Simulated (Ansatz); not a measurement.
Born–Oppenheimer molecular dynamics of FGe$_{2}$H$_{5}$ (8 atoms, charge 0, multiplicity 1). It starts at the highest image of a converged band, a first-order saddle point between two minima.

The calculation used Ansatz 0.2.0, RKS PBE/def2-SVP.

* ensemble: NVE (velocity Verlet)
* time step: 0.5 fs
* steps asked: 200
* starting velocities drawn for: 300 K
* seed: 8519

Frames 5 fs apart, positions in Å, forces in eV/Å.

Velocities at 5 fs (Å/ps):

```
Ge -0.41 -0.07 -1.72
Ge 0.13 -0.43 0.26
H -6.61 -10.62 -17.80
H -10.51 -5.38 22.34
H -2.91 1.50 6.02
H -2.30 19.14 -10.69
H 17.12 -7.82 22.20
F 1.37 2.11 4.42
```

```xyz
8
Properties=species:S:1:pos:R:3:forces:R:3 time_fs=5 energy_less_start_eV=0.064 T=217
Ge 0.302 0.089 -0.496 0.51 0.70 -0.10
Ge 1.065 0.075 2.120 -0.49 -0.36 0.25
H -0.255 -0.217 2.946 0.32 0.25 -0.18
H 1.979 -1.130 2.485 0.14 0.01 -0.18
H 1.739 1.393 2.552 0.04 0.19 0.13
H 1.894 0.163 -0.369 -0.59 -0.27 0.10
H -0.443 1.044 0.503 0.07 -0.17 -0.07
F -0.363 -1.535 -0.353 0.00 -0.36 0.06
8
Properties=species:S:1:pos:R:3:forces:R:3 time_fs=10 energy_less_start_eV=0.102 T=168
Ge 0.300 0.090 -0.505 -0.28 0.95 -0.36
Ge 1.065 0.072 2.122 0.14 -0.09 0.21
H -0.264 -0.238 2.847 -0.17 0.20 0.17
H 1.943 -1.149 2.568 0.13 0.15 -0.33
H 1.723 1.412 2.594 -0.13 -0.14 0.02
H 1.838 0.219 -0.407 0.33 -0.40 0.20
H -0.352 0.985 0.607 -0.03 -0.08 0.00
F -0.356 -1.527 -0.330 0.01 -0.60 0.09
8
Properties=species:S:1:pos:R:3:forces:R:3 time_fs=15 energy_less_start_eV=0.062 T=220
Ge 0.298 0.095 -0.515 -0.42 0.91 -0.79
Ge 1.066 0.069 2.124 -0.06 0.13 0.28
H -0.303 -0.212 2.782 -0.12 0.07 0.27
H 1.940 -1.138 2.576 0.16 0.01 -0.32
H 1.681 1.407 2.642 -0.07 -0.08 -0.03
H 1.843 0.183 -0.396 0.43 -0.41 0.33
H -0.264 0.907 0.711 0.03 0.02 0.13
F -0.349 -1.527 -0.306 0.05 -0.64 0.14
8
Properties=species:S:1:pos:R:3:forces:R:3 time_fs=20 energy_less_start_eV=-0.082 T=406
Ge 0.295 0.102 -0.528 0.31 0.65 -1.08
Ge 1.066 0.067 2.128 -0.88 0.10 0.51
H -0.358 -0.170 2.778 0.48 -0.09 0.15
H 1.974 -1.125 2.508 0.09 -0.12 -0.27
H 1.626 1.387 2.686 0.15 0.19 0.01
H 1.925 0.053 -0.309 -0.54 -0.25 0.39
H -0.165 0.829 0.842 0.29 -0.05 0.09
F -0.342 -1.534 -0.281 0.09 -0.43 0.21
8
Properties=species:S:1:pos:R:3:forces:R:3 time_fs=25 energy_less_start_eV=-0.269 T=646
Ge 0.292 0.111 -0.544 0.42 0.01 -0.89
Ge 1.063 0.065 2.133 -0.18 0.16 0.87
H -0.319 -0.150 2.818 0.17 -0.34 0.40
H 2.025 -1.133 2.374 -0.15 0.08 -0.21
H 1.602 1.399 2.728 0.17 -0.10 -0.15
H 1.903 -0.135 -0.136 -0.49 0.06 0.12
H -0.007 0.743 0.988 0.00 0.15 -0.30
F -0.333 -1.547 -0.253 0.06 -0.01 0.16
8
Properties=species:S:1:pos:R:3:forces:R:3 time_fs=30 energy_less_start_eV=-0.230 T=596
Ge 0.291 0.120 -0.563 0.35 -0.80 -0.47
Ge 1.060 0.063 2.141 0.51 -0.25 1.52
H -0.235 -0.208 2.948 0.02 -0.32 0.30
H 2.045 -1.127 2.196 -0.11 0.05 0.07
H 1.621 1.392 2.736 0.22 -0.17 -0.17
H 1.773 -0.309 0.059 0.07 0.35 -0.47
H 0.133 0.704 1.053 -0.95 0.71 -0.77
F -0.323 -1.560 -0.223 -0.11 0.43 -0.01
8
Properties=species:S:1:pos:R:3:forces:R:3 time_fs=35 energy_less_start_eV=-0.214 T=576
Ge 0.291 0.126 -0.584 0.13 -1.19 -0.19
Ge 1.058 0.060 2.154 -0.48 -0.29 0.76
H -0.134 -0.334 3.133 0.35 0.08 -0.42
H 2.042 -1.114 2.035 0.07 -0.12 0.35
H 1.692 1.353 2.707 0.25 0.09 -0.06
H 1.656 -0.400 0.149 0.46 0.57 -0.63
H 0.082 0.806 0.980 -0.49 0.20 0.35
F -0.315 -1.568 -0.193 -0.28 0.66 -0.15
8
Properties=species:S:1:pos:R:3:forces:R:3 time_fs=40 energy_less_start_eV=-0.160 T=506
Ge 0.291 0.129 -0.605 -0.51 -0.89 0.30
Ge 1.055 0.057 2.169 0.07 -0.02 -0.07
H 0.031 -0.447 3.237 -0.15 0.23 -0.29
H 2.047 -1.121 1.950 -0.06 0.05 0.32
H 1.815 1.325 2.659 -0.03 -0.07 -0.07
H 1.643 -0.359 0.102 0.55 0.57 -0.24
H -0.082 0.949 0.959 0.32 -0.66 0.28
F -0.310 -1.567 -0.165 -0.19 0.80 -0.23
8
Properties=species:S:1:pos:R:3:forces:R:3 time_fs=45 energy_less_start_eV=-0.162 T=509
Ge 0.290 0.129 -0.625 -0.67 -0.70 0.58
Ge 1.052 0.053 2.184 0.65 0.35 -0.63
H 0.160 -0.510 3.283 -0.66 0.19 0.22
H 2.040 -1.122 1.936 -0.11 0.00 0.02
H 1.931 1.283 2.596 -0.29 -0.10 0.01
H 1.750 -0.185 -0.011 0.14 0.34 -0.11
H -0.177 0.947 1.006 0.77 -0.93 0.16
F -0.308 -1.557 -0.140 0.16 0.85 -0.27
8
Properties=species:S:1:pos:R:3:forces:R:3 time_fs=50 energy_less_start_eV=-0.387 T=798
Ge 0.286 0.126 -0.644 -0.23 -0.42 0.36
Ge 1.051 0.050 2.197 0.07 -0.22 0.11
H 0.157 -0.518 3.356 -0.11 0.49 -0.23
H 2.007 -1.126 1.928 -0.11 -0.17 -0.24
H 1.986 1.227 2.538 -0.16 0.27 0.21
H 1.887 0.064 -0.153 -0.46 -0.12 -0.16
H -0.100 0.737 1.099 0.51 -0.39 0.24
F -0.303 -1.536 -0.118 0.49 0.57 -0.28
8
Properties=species:S:1:pos:R:3:forces:R:3 time_fs=55 energy_less_start_eV=-0.247 T=620
Ge 0.282 0.123 -0.661 -0.35 0.26 -0.29
Ge 1.051 0.047 2.212 1.73 -1.09 2.06
H 0.119 -0.420 3.388 0.15 0.32 -0.16
H 1.946 -1.163 1.871 -0.16 -0.02 -0.11
H 2.000 1.223 2.524 -0.17 0.16 0.14
H 1.928 0.285 -0.329 -0.39 -0.54 0.03
H 0.060 0.453 1.207 -1.43 0.90 -1.43
F -0.293 -1.508 -0.100 0.62 0.01 -0.24
8
Properties=species:S:1:pos:R:3:forces:R:3 time_fs=60 energy_less_start_eV=-0.253 T=626
Ge 0.277 0.120 -0.679 -0.85 0.90 -0.78
Ge 1.055 0.041 2.231 0.60 -0.07 -0.05
H 0.102 -0.250 3.390 -0.21 -0.07 0.25
H 1.851 -1.207 1.790 -0.03 0.05 0.18
H 1.973 1.256 2.541 -0.14 -0.07 -0.07
H 1.885 0.384 -0.496 0.13 -0.66 0.33
H -0.022 0.341 1.077 -0.03 0.80 0.38
F -0.274 -1.480 -0.085 0.53 -0.88 -0.25
```

Of the whole run (100 fs, mean temperature of the second half 704 K): The conserved energy stayed within 0.089 meV per atom of its start (net change -0.04 meV per atom), so the integration is sound. The kinetic energy rose, since the run started high on the potential surface and went downhill. It ends in pieces (FGeH + GeH4), so much of that is their flight and rotation, not heat. A run of 0.1 ps of so small a system gives no equilibrium averages. The orbitals stay closed-shell, which can raise the energy where a bond breaks towards radicals; this wasn't checked here.

Time of the run: 2.5 min on 2 threads of Intel(R) Xeon(R) 6975P-C (Granite Rapids), on a shared host, peak memory 0.16 GiB.
